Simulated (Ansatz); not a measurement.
Species: C₃H₅N, SMILES `C(=C)/C=N\[H]` (C–C–C–N torsion 180°) (charge 0, multiplicity 1), formula C₃H₅N.

### Question
How many basis functions does frozen-core CCSD(T)/cc-pVTZ // PBE0-D4/def2-TZVP in Ansatz (a first-principles code) use, how many core orbitals are frozen, and how many electrons are correlated?

### Answer
190 basis functions and 4 frozen orbitals, which leaves 22 correlated electrons. Core time is of the order of minutes.
